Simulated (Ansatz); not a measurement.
`[SiH3][O][Al]([SH])[SH]` and `[SH][Al]([SH])[Br]` differ in one atom or group.

Ansatz, PBE0-D4/def2-TZVP geometries, multiplicity 1. Each molecule was computed in one conformer, which needn't be the lowest.

Scalar relativity is left out up to krypton.

| property | `[SiH3][O][Al]([SH])[SH]` |
| --- | --- |
| LUMO energy (PBE/def2-TZVPP) / eV | -1.59 |
| HOMO–LUMO gap (B3LYP/def2-TZVPP) / eV | 6.44 |
| HOMO energy (B3LYP/def2-TZVPP) / eV | -7.43 |
| HOMO energy (PBE0/def2-TZVPP) / eV | -7.70 |
| LUMO energy (ωB97M-V/def2-TZVPP) / eV | 0.87 |
| size of the dipole moment (B3LYP/def2-TZVPP) / D | 1.45 |

**Question.** Give the same properties after the change, and the shifts. (Best estimate.)

**Answer.** The calculation gave: 
```
                                        property  `[SH][Al]([SH])[Br]`  shift
               LUMO energy (PBE/def2-TZVPP) / eV                 -1.72  -0.13
           HOMO–LUMO gap (B3LYP/def2-TZVPP) / eV                  6.53   0.09
             HOMO energy (B3LYP/def2-TZVPP) / eV                 -7.67  -0.24
              HOMO energy (PBE0/def2-TZVPP) / eV                 -7.95  -0.25
           LUMO energy (ωB97M-V/def2-TZVPP) / eV                  0.79  -0.08
size of the dipole moment (B3LYP/def2-TZVPP) / D                  1.95   0.50
```

With PBE0 the HOMO falls by 0.25 eV and the LUMO falls by 0.14 eV, so the gap widens by about 0.11 eV. PBE moves the HOMO by -0.22 eV and ωB97M-V by -0.25 eV. Dipoles are sizes alone; their direction can turn.

B3LYP here is the variant with VWN-RPA as its local correlation; programs differ in this.

Spin–orbit coupling is left out; it splits and shifts lone-pair levels of the heavy atoms by tenths of an eV.
